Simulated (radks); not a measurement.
Problem. These are the eigenvalues of the occupied orbitals of an atom or ion with whole-number occupations (eV). Method: Dirac Kohn-Sham, PBE, spin-unpolarised, spherical densities, point nucleus; computed with a radial shooting solver on a logarithmic mesh with Libxc functionals.

orbital  eigenvalue
1s1/2     -85508.49
2s1/2     -15225.97
2p1/2     -14613.56
2p3/2     -12547.54
3s1/2     -3647.452
3p1/2     -3371.897
3p3/2     -2912.574
3d3/2     -2459.087
3d5/2     -2361.023
4s1/2     -827.9485
4p1/2     -709.3196
4p3/2     -597.6512
4d3/2     -404.3909
4d5/2     -383.5623
5s1/2     -148.5305
4f5/2     -134.1225
4f7/2     -129.5237
5p1/2     -108.7747
5p3/2      -88.5672
5d3/2      -34.5090
5d5/2      -32.2562
6s1/2      -25.3670

Which element is it, and in what charge state? The configuration may be excited. Open shells, if any, fill j = l - 1/2 first.

Solution. Z = 81, thallium, charge +2: Tl2+ in [Xe] 4f14 5d10 6s1. The list shows which subshells hold electrons but not how many an open one holds; the 1s level, -3142.4 hartree, gives Z - s = 79.3 by -(Z - s)^2/2, which with screening and relativity narrows Z to a few neighbours, and the depths of the outer levels then fix element, charge and occupations together.
